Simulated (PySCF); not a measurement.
# Badger's rule along the third period: bonds to Rb

r²SCAN in PySCF with x2c-TZVPPall on every atom, spin-free X2C, for the lowest determinant that a PBE0 search found; no spin–orbit coupling. Badger's rule says that Re = d + c·k^(−1/3) for bonds between atoms of fixed rows.

```tsv
molecule	state (unpaired electrons)	Re (Å)	k (mdyn/Å)
RbCl	singlet (closed shell)	2.789	0.801
RbS	doublet (π ↑)	2.946	?
RbP	triplet (π ↑↑)	3.165	?
RbSi	quartet (σ ↑, π ↑↑)	3.174	0.375
```

Question: Fix c and d from RbCl and RbSi.

Answer: c = (3.174 − 2.789)/(0.375^(−1/3) − 0.801^(−1/3)) = 1.242, d = 2.789 − c·0.801^(−1/3) = 1.452 Å.

Question: Predict k of the others and set the computed values beside them.

Answer: 

```csv
molecule,k by the rule,k computed,difference (%)
RbS,0.574,0.625,-8
RbP,0.381,0.419,-9
```

The rule misses by 8 % on average, well for two fitted constants.

States were picked by a PBE0 search and need not be the measured ground states.
